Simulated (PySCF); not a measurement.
Isomers of C3H10O2SSi2.

All values: PBE0/pcSseg-1 (PySCF) at GFN2-xTB geometries, gas phase, one conformer each.

(1) Rank by the highest IAO charge on any atom, lowest value first.
A. `[CH3:1][SiH2:2][CH2:3][S:4][Si@@H:5]([OH:6])[CH:7]=[O:8]` with C1–Si2–C3–S4 172°, Si2–C3–S4–Si5 85°, C3–S4–Si5–O6 44°, S4–Si5–O6–H 131°, S4–Si5–C7–O8 -135°
B. `[CH3:1][C:2](=[S:3])[O:4][SiH2:5][CH2:6][O:7][SiH3:8]` with C1–C2–O4–Si5 179°, C2–O4–Si5–C6 180°, O4–Si5–C6–O7 179°, Si5–C6–O7–Si8 164°
C. `[CH3:1][C:2](=[S:3])[O:4][SiH2:5][O:6][CH2:7][SiH3:8]` with C1–C2–O4–Si5 180°, C2–O4–Si5–O6 180°, O4–Si5–O6–C7 177°, Si5–O6–C7–Si8 -127°
D. `[CH3:1][C:2](=[O:3])[C@H:4]([SiH3:5])[O:6][SiH2:7][SH:8]` with C1–C2–C4–Si5 -75°, C2–C4–O6–Si7 13°, C4–O6–Si7–S8 68°, O6–Si7–S8–H -94°
E. `[CH2:1]=[CH:2][O:3][Si@:4]([OH:5])([SiH3:6])[S:7][CH3:8]` with C1–C2–O3–Si4 -7°, C2–O3–Si4–O5 71°, O3–Si4–O5–H 49°, O3–Si4–S7–C8 -173°
F. `[CH3:1][C:2](=[O:3])[CH2:4][Si@H:5]([OH:6])[SiH2:7][SH:8]` with C1–C2–C4–Si5 110°, C2–C4–Si5–O6 42°, C4–Si5–O6–H -5°, C4–Si5–Si7–S8 -38°, Si5–Si7–S8–H -170°

(2) Rank by HOMO–LUMO gap, lowest first.
A. `[CH3:1][SiH2:2][CH2:3][S:4][Si@@H:5]([OH:6])[CH:7]=[O:8]` with C1–Si2–C3–S4 172°, Si2–C3–S4–Si5 85°, C3–S4–Si5–O6 44°, S4–Si5–O6–H 131°, S4–Si5–C7–O8 -135°
B. `[CH3:1][C:2](=[O:3])[CH2:4][Si@H:5]([OH:6])[SiH2:7][SH:8]` with C1–C2–C4–Si5 110°, C2–C4–Si5–O6 42°, C4–Si5–O6–H -5°, C4–Si5–Si7–S8 -38°, Si5–Si7–S8–H -170°
C. `[CH3:1][C:2](=[S:3])[O:4][SiH2:5][O:6][CH2:7][SiH3:8]` with C1–C2–O4–Si5 180°, C2–O4–Si5–O6 180°, O4–Si5–O6–C7 177°, Si5–O6–C7–Si8 -127°
D. `[CH2:1]=[CH:2][O:3][Si@:4]([OH:5])([SiH3:6])[S:7][CH3:8]` with C1–C2–O3–Si4 -7°, C2–O3–Si4–O5 71°, O3–Si4–O5–H 49°, O3–Si4–S7–C8 -173°
E. `[CH3:1][C:2](=[O:3])[C@H:4]([SiH3:5])[O:6][SiH2:7][SH:8]` with C1–C2–C4–Si5 -75°, C2–C4–O6–Si7 13°, C4–O6–Si7–S8 68°, O6–Si7–S8–H -94°

(3) Rank by HOMO energy, lowest first.
A. `[CH3:1][C:2](=[O:3])[CH2:4][Si@H:5]([OH:6])[SiH2:7][SH:8]` with C1–C2–C4–Si5 110°, C2–C4–Si5–O6 42°, C4–Si5–O6–H -5°, C4–Si5–Si7–S8 -38°, Si5–Si7–S8–H -170°
B. `[CH3:1][C:2](=[S:3])[O:4][SiH2:5][CH2:6][O:7][SiH3:8]` with C1–C2–O4–Si5 179°, C2–O4–Si5–C6 180°, O4–Si5–C6–O7 179°, Si5–C6–O7–Si8 164°
C. `[CH3:1][C:2](=[O:3])[C@H:4]([SiH3:5])[O:6][SiH2:7][SH:8]` with C1–C2–C4–Si5 -75°, C2–C4–O6–Si7 13°, C4–O6–Si7–S8 68°, O6–Si7–S8–H -94°
D. `[CH2:1]=[CH:2][O:3][Si@:4]([OH:5])([SiH3:6])[S:7][CH3:8]` with C1–C2–O3–Si4 -7°, C2–O3–Si4–O5 71°, O3–Si4–O5–H 49°, O3–Si4–S7–C8 -173°

Answers

(1) D (+0.903 e), F (+0.923 e), B (+0.993 e), A (+1.019 e), E (+1.094 e), C (+1.194 e).

(2) A (5.10 eV), C (5.29 eV), E (5.71 eV), B (6.37 eV), D (6.63 eV).

(3) A (-7.43 eV), C (-7.02 eV), D (-6.86 eV), B (-6.73 eV).

All values together:

```json
{"SMILES": "CC(=O)C[Si@H](O)[SiH2]S", "μ (D)": "1.87", "HOMO (eV)": "-7.43", "LUMO (eV)": "-1.07", "lowest IAO charge (e)": "-0.804 (O)", "highest IAO charge (e)": "+0.923 (Si)", "lowest Hirshfeld charge (e)": "-0.315 (O)", "highest Hirshfeld charge (e)": "+0.357 (Si)"}
{"SMILES": "CC(=O)[C@H]([SiH3])O[SiH2]S", "μ (D)": "5.26", "HOMO (eV)": "-7.02", "LUMO (eV)": "-1.31", "lowest IAO charge (e)": "-0.624 (O)", "highest IAO charge (e)": "+0.903 (Si)", "lowest Hirshfeld charge (e)": "-0.213 (O)", "highest Hirshfeld charge (e)": "+0.326 (Si)"}
{"SMILES": "CC(=S)O[SiH2]CO[SiH3]", "μ (D)": "3.12", "HOMO (eV)": "-6.73", "LUMO (eV)": "-1.49", "lowest IAO charge (e)": "-0.647 (O)", "highest IAO charge (e)": "+0.993 (Si)", "lowest Hirshfeld charge (e)": "-0.224 (O)", "highest Hirshfeld charge (e)": "+0.384 (Si)"}
{"SMILES": "C[SiH2]CS[Si@@H](O)C=O", "μ (D)": "1.88", "HOMO (eV)": "-6.84", "LUMO (eV)": "-1.74", "lowest IAO charge (e)": "-0.795 (O)", "highest IAO charge (e)": "+1.019 (Si)", "lowest Hirshfeld charge (e)": "-0.298 (O)", "highest Hirshfeld charge (e)": "+0.377 (Si)"}
{"SMILES": "CC(=S)O[SiH2]OC[SiH3]", "μ (D)": "2.15", "HOMO (eV)": "-6.69", "LUMO (eV)": "-1.40", "lowest IAO charge (e)": "-0.647 (O)", "highest IAO charge (e)": "+1.194 (Si)", "lowest Hirshfeld charge (e)": "-0.226 (O)", "highest Hirshfeld charge (e)": "+0.424 (Si)"}
{"SMILES": "C=CO[Si@](O)([SiH3])SC", "μ (D)": "1.38", "HOMO (eV)": "-6.86", "LUMO (eV)": "-0.23", "lowest IAO charge (e)": "-0.790 (O)", "highest IAO charge (e)": "+1.094 (Si)", "lowest Hirshfeld charge (e)": "-0.301 (O)", "highest Hirshfeld charge (e)": "+0.370 (Si)"}
```

Conformers: `[CH3:1][C:2](=[O:3])[CH2:4][Si@H:5]([OH:6])[SiH2:7][SH:8]` with C1–C2–C4–Si5 110°, C2–C4–Si5–O6 42°, C4–Si5–O6–H -5°, C4–Si5–Si7–S8 -38°, Si5–Si7–S8–H -170°; `[CH3:1][C:2](=[O:3])[C@H:4]([SiH3:5])[O:6][SiH2:7][SH:8]` with C1–C2–C4–Si5 -75°, C2–C4–O6–Si7 13°, C4–O6–Si7–S8 68°, O6–Si7–S8–H -94°; `[CH3:1][C:2](=[S:3])[O:4][SiH2:5][CH2:6][O:7][SiH3:8]` with C1–C2–O4–Si5 179°, C2–O4–Si5–C6 180°, O4–Si5–C6–O7 179°, Si5–C6–O7–Si8 164°; `[CH3:1][SiH2:2][CH2:3][S:4][Si@@H:5]([OH:6])[CH:7]=[O:8]` with C1–Si2–C3–S4 172°, Si2–C3–S4–Si5 85°, C3–S4–Si5–O6 44°, S4–Si5–O6–H 131°, S4–Si5–C7–O8 -135°; `[CH3:1][C:2](=[S:3])[O:4][SiH2:5][O:6][CH2:7][SiH3:8]` with C1–C2–O4–Si5 180°, C2–O4–Si5–O6 180°, O4–Si5–O6–C7 177°, Si5–O6–C7–Si8 -127°; `[CH2:1]=[CH:2][O:3][Si@:4]([OH:5])([SiH3:6])[S:7][CH3:8]` with C1–C2–O3–Si4 -7°, C2–O3–Si4–O5 71°, O3–Si4–O5–H 49°, O3–Si4–S7–C8 -173°.
